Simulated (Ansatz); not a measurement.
Molecule: sum formula HSiOF2, net charge 0, doublet state. It need not be the lowest isomer of its formula. 
Coordinates optimised at B3LYP-D3(BJ)/def2-TZVP (Ansatz, an electronic-structure program):
SMILES: F[Si](F)O
```xyz
5

Si    -0.0649    -0.2381     0.2811
F     -0.6680     1.1889     0.6441
F     -0.8130    -0.7534    -1.0355
O      1.5216     0.0165    -0.0125
H      2.0649    -0.7184    -0.3126
```
Charge 0, spin multiplicity 2.

Basis-set convergence of Hartree-Fock and MP2 correlation energies (hartree) with Ansatz. Cores are frozen in the correlated levels unless marked. Open shells are spin-unrestricted. Spin-orbit coupling is left out. No relativistic terms.

```tsv
basis	functions	E(HF)	E(corr, MP2)
cc-pV(D+d)Z	70	-563.39687	-0.63513
cc-pV(T+d)Z	143	…	…
```

Complete the blanks.


- cc-pV(T+d)Z, E(HF): -563.53244
- cc-pV(T+d)Z, E(corr, MP2): -0.83616
